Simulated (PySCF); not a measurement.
Computed shifts of a molecule CH9FN2Si2, PySCF with PBE/pcSseg-1, GIAO, gas phase, atoms alike by connectivity averaged where their shifts nearly agree, in ppm (number of nuclei): ¹⁵N: 30.2 (1), 29.9 (1). ²⁹Si: -37.7 (1), -38.2 (1). ¹³C: 81.5 (1). ¹⁹F: -327.0 (1). ¹H: 5.42 (1), 5.27 (1), 5.21 (1), 5.07 (1), 4.97 (1), 4.79 (1), 0.84 (1), 0.56 (1), 0.46 (1). References: ¹⁵N against NH3 (σ = 267.0 ppm); ²⁹Si against TMS (σ = 335.4 ppm); ¹³C against TMS (σ = 182.0 ppm); ¹⁹F against CFCl3 (σ = 133.6 ppm); ¹H against TMS (σ = 31.49 ppm), references at their B3LYP-D3(BJ)/def2-TZVP geometries, non-relativistic. The structure is a stationary point at B3LYP-D3(BJ)/def2-SVP. One conformer was computed; it need not be the lowest.

**Question.** Identify the compound among the candidates.
(A) N[SiH](N)[SiH2]CF
(B) NC[SiH2][Si@@H](N)F
(C) CN([SiH2]N)[SiH2]F
(D) N[SiH2]N[SiH2]CF

**Answer.** D, N[SiH2]N[SiH2]CF
